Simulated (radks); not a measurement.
Values are calculated unless marked as measured or tabulated.
Neutral europium, [Xe] 4f7 6s2. Code: a radial shooting solver on a logarithmic mesh with Libxc functionals. Model: non-relativistic Kohn-Sham, LDA (Slater exchange, Perdew-Wang correlation), spin-polarised, spherical densities, point nucleus. Every spin shell is full or empty, so the densities are truly spherical. Functionals are evaluated on that one density, not self-consistently. Rank these exchange functionals by their error against the exact value of the orbitals, and give that value: LDA, PBE, revPBE, PW91, PW86, WC, SOGGA, G96, EV93, TPSS, revTPSS, SCAN, TASK, MVS.

Answer. Exact: -230.211 hartree. From best to worst, with 100 (|E| - |E exact|)/|E exact| (equal figures are ties): revPBE -0.12, PW86 -0.13, MVS +0.15, PW91 +0.18, TPSS -0.22, SCAN +0.22, PBE -0.23, EV93 -0.27, G96 +0.56, WC -0.58, revTPSS -0.78, SOGGA -1.89, TASK -1.99, LDA -4.19.
